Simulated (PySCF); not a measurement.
**[BiF2]+: one run**

[BiF2]+ (singlet). PySCF 2.14.0, RKS B3LYP, Bi def2-SVP with ECP60, F def2-SVP; non-relativistic Hamiltonian with scalar-relativistic core potentials where named; density fitting; no spin-orbit coupling. Purpose: singlet excitations, Tamm-Dancoff B3LYP.

```python
mol = gto.M(atom='''
Bi    -0.00000    -0.00000    -0.48357
F      1.48473    -0.00000     0.85794
F     -1.48473     0.00000     0.85794''',
    basis={'Bi': 'def2-SVP', 'F': 'def2-SVP'},
    ecp={'Bi': 'def2-SVP'},
    charge=1, spin=0)
mf = dft.RKS(mol, xc='B3LYP')
mf.grids.atom_grid = (50, 194)
mf = mf.density_fit()  # fitting sets: Bi def2-universal-JKFIT, F def2-universal-JKFIT
mf.conv_tol = 1e-08; mf.max_cycle = 55
mf.kernel(dm0)  # dm0: converged density of the relaxed state
td = mf.TDA(); td.nstates = 8; td.kernel()
```

Run from Python with OMP_NUM_THREADS=2; the lines above give its settings. Where DIIS fails, smearing, a level shift and second-order steps follow.
It took 2.7 s on 2 threads of Arm Neoverse V2, with other jobs on the host, from an already converged density.

(1) Where do the frontier levels lie, over both spins?

(2) What are the Mulliken charges and spins?

(3) Which singlet excitations follow (Tamm-Dancoff, 8 states)?

The geometry was relaxed with BP86 (Bi def2-SVP with ECP60, F def2-SVP).

Answers

(1) HOMO -16.54 eV, LUMO -11.11 eV. 

(2) 
```
atom  charge (e)  spin (e)
 Bi1       1.659     0.000
  F2      -0.330     0.000
  F3      -0.330     0.000
```

(3) 
```
state    eV  oscillator strength
    1  4.22               0.0000
    2  4.23               0.0114
    3  5.07               0.0085
    4  5.33               0.0169
    5  5.74               0.0059
    6  5.75               0.0000
    7  6.90               0.0049
    8  6.97               0.0032
```
Functionals without range separation put charge-transfer states too low; the basis has no diffuse functions.
